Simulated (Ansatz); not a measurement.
Consider the ligand exchange at the Al–C bond: `F[CH2][AlH2]` + `C[Si](O)(F)F` → `C[Si](F)(F)[O][AlH2]` + `CF`.

Computed with Ansatz on PBE0-D4/def2-TZVP structures; ΔE is electronic, products minus reactants. CCSD(T)/CBS adds triple-zeta CCSD(T) − MP2 to the extrapolated MP2 energy (def2 sets, frozen cores). This one scheme is used for every species. DFT in def2-TZVPP. B3LYP here is the variant with VWN-RPA as its local correlation; programs differ in this. Each species was taken in one conformer, which may not be the lowest.

Q: Is it downhill or uphill in electronic energy at CCSD(T)/CBS, and by how much? (Best estimate.)

A: The calculation gave: Downhill: ΔE = -46.2 kcal/mol.

Q: What do these levels give: PBE-D4, PBE0-D4, B3LYP-D4, B2PLYP, PBE, B3LYP, CCSD/def2-TZVPP, CCSD(T)/def2-TZVPP, HF/def2-QZVPP, MP2/def2-QZVPP, HF/CBS(def2), MP2/CBS(def2)? (Best estimate.)

A: Ansatz gave: PBE-D4 -41.8, PBE0-D4 -43.7, B3LYP-D4 -46.1, B2PLYP -46.6, PBE -41.3, B3LYP -45.4, CCSD/def2-TZVPP -47.1, CCSD(T)/def2-TZVPP -46.6, HF/def2-QZVPP -50.9, MP2/def2-QZVPP -47.5, HF/CBS(def2) -50.9, MP2/CBS(def2) -47.2 kcal/mol.

Largest T1 diagnostic among the species: 0.012.

In def2-TZVPP, CCSD(T) changes the Hartree–Fock value by +3.8 kcal/mol (the triples alone add +0.5 kcal/mol) and MP2 by +2.8 kcal/mol. From PBE to PBE0 (25 % exact exchange), in def2-TZVPP and without D4, ΔE moves by −1.9 kcal/mol.
